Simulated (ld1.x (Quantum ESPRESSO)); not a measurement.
## Configuration tests for B (TM)

* Element: B
* Generator: ld1.x (Quantum ESPRESSO) 7.5
* Type: norm-conserving Troullier–Martins (Kleinman–Bylander form)
* Functional: PBEsol
* Relativity: non-relativistic
* Frozen core: [He]
* Valence charge: 3
* Reference configuration: 2s1.5 2p0 (charge +1.5)
* Partial waves: 2s (bound): rc 1.50 bohr; 2p (bound, empty): rc 3.25 bohr
* Local potential: all-electron potential smoothed inside 2.75 bohr (lloc = -1)
* Core correction: Bessel-smoothed model core inside 0.95 bohr

Energies are relative to the spin-unpolarised reference configuration 2s1.5 2p0; without spin polarisation the order of configurations can differ from experiment.

| valence configuration | charge | ΔE all-electron (eV) | error AE − PS (meV) |
| --- | --- | --- | --- |
| 2s2 2p1 | 0 | -19.278 | +171 |
| 2s2 2p0 | +1 | -11.137 | -1.2 |
| 2s1 2p0 | +2 | 14.118 | +2.4 |
| 2s2 2p0.5 | +0.5 | -16.422 | +85 |
| 2s0 2p3 | 0 | -7.635 | +483 |
| 2s1 2p1 | +1 | -5.019 | +116 |

(1) What are ΔE and the potential's error for 2s1 2p2?

Levels in the configuration 2s0 2p3:

```tsv
level	all-electron (eV)	pseudo (eV)
2p	-4.409	-4.526
```

Answers

(1) ΔE = -13.465 eV all-electron; the error (AE − PS) is +341 meV.
